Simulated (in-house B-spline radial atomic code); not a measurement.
Results of a calculation; reference values are marked as such.
## Correlation energy from the adiabatic connection: −Z exp(−kr)/r, Z = 7.75, k = 3.24

Two electrons in a singlet, external potential −Z exp(−kr)/r, Z = 7.75, k = 3.24 (atomic units). Full CI in B-splines (partial waves to l = 8, correlation up to 0.6 % small) with the density held fixed gives W(λ) = <V_ee>_λ − U, and E_c is the integral of W(λ) − W(0) from 0 to 1.

```tsv
λ	W(λ) − W(0) (hartree)
0	0.00000
0.02	-0.00193
0.05	-0.00482
0.12	-0.01153
0.25	-0.02384
0.4	-0.03782
0.6	-0.05610
0.8	-0.07397
1	-0.09144
```

**Question.** Integrate the table by the trapezoid rule.

**Answer.** The strips give -0.00002, -0.00010, -0.00057, -0.00230, -0.00462, -0.00939, -0.01301, -0.01654, which sum to -0.04656 hartree. The direct value, W(1) − W(0) + T_c with T_c = 0.04486, is -0.04659; the curve is convex, so chords lie above it and the trapezoids fall short in size by 0.06 %.

**Question.** Now use only three numbers: W(0) = -4.0134, the initial slope W'(0) = -0.09679 (extrapolated from the first points) and the strong-coupling limit of the point-charge-plus-continuum model, W∞ = -5.7361. What do second-order theory and the interpolation W(λ) = W∞ + (W(0) − W∞)/√(1 + 2χλ) of Seidl, Perdew and Levy give?

**Answer.** Second order keeps the slope alone: E_c = W'(0)/2 = -0.04840, +4 % in size against -0.04659. Matching the slope fixes χ = W'(0)/(W∞ − W(0)) = -0.09679/(-1.72270) = 0.05619. Integrating, with s = √(1 + 2χ) = 1.054690, E_c = −(W(0) − W∞)(s − 1)/(s + 1) = −1.72270 × 0.054690/2.054690 = -0.04585 hartree, -1.6 % in size against the full result. At λ = 1 the formula gives W − W(0) = -0.08933 against -0.09144. Part of the miss can come from the model's W∞.
